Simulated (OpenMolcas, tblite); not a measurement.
## GaGeH5 (SMILES [GaH2][GeH3]): the vertical energy of the triplet above the singlet, rung by rung

GaGeH5: 7 atoms, total charge 0, spin state singlet. SMILES: `[GaH2][GeH3]`. Geometry: relaxed at PBE0-D4/def2-TZVP.

Quantity: the vertical energy of the triplet above the singlet, in eV. The values are calculated.

```tsv
level	kind	program	value (eV)	CPU time (all runs)
IPEA1-xTB	semi-empirical	tblite	3.82	under 2 s
HF/def2-SVPD	Hartree–Fock	OpenMolcas	3.66	55 s
SVWN5/def2-SVPD	LDA	OpenMolcas	3.55	1.7 min
revPBE/def2-SVPD	GGA	OpenMolcas	3.49	2.5 min
r2SCAN/def2-SVPD	meta-GGA	OpenMolcas	3.48	3.5 min
M06-2X/def2-SVPD	hybrid meta-GGA	OpenMolcas	3.64	3.3 min
PBE0/def2-SVPD	global hybrid	OpenMolcas	3.65	2.4 min
```

All-electron rows without a relativistic Hamiltonian named are non-relativistic. The values span 3.48 to 3.82 eV. CPU times are rough (shared hosts, several kinds of processor): they show what a rung costs within a factor of a few.
